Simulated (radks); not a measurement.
Species: Ag VI. Configuration: [Kr] 4d6. All-electron calculation, scalar-relativistic Kohn-Sham, PBE, spin-unpolarised, spherical densities, finite nucleus; Fermi nuclear charge, rms radius 4.5454 fm. Program: a radial shooting solver on a logarithmic mesh with Libxc functionals.

Normalised radial functions P(r) = r R(r), r in bohr:

r,2p,4p
0.002346,0.0187,0.0036
0.003444,0.0370,0.0071
0.005097,0.0741,0.0142
0.007543,0.1469,0.0281
0.01116,0.2854,0.0544
0.01639,0.5292,0.1005
0.02426,0.9432,0.1772
0.0359,1.5515,0.2844
0.05312,2.2675,0.3911
0.07799,2.7855,0.4071
0.1154,2.6934,0.1988
0.1708,1.8342,-0.2593
0.2528,0.7609,-0.6306
0.3712,0.1631,-0.3661
0.5493,0.0127,0.5360
0.8129,0.0002,1.1593
1.203,0.0000,0.8845
1.766,0.0000,0.3154
2.614,0.0000,0.0440
3.869,0.0000,0.0017

2p: eigenvalue -3424.3 eV, 0 radial nodes, <r> = 0.118 bohr, 90 % of the charge inside 0.192 bohr. 4p: eigenvalue -132.46 eV, 2 radial nodes at r = 0.139, 0.442 bohr, <r> = 0.966 bohr, 90 % of the charge inside 1.41 bohr.
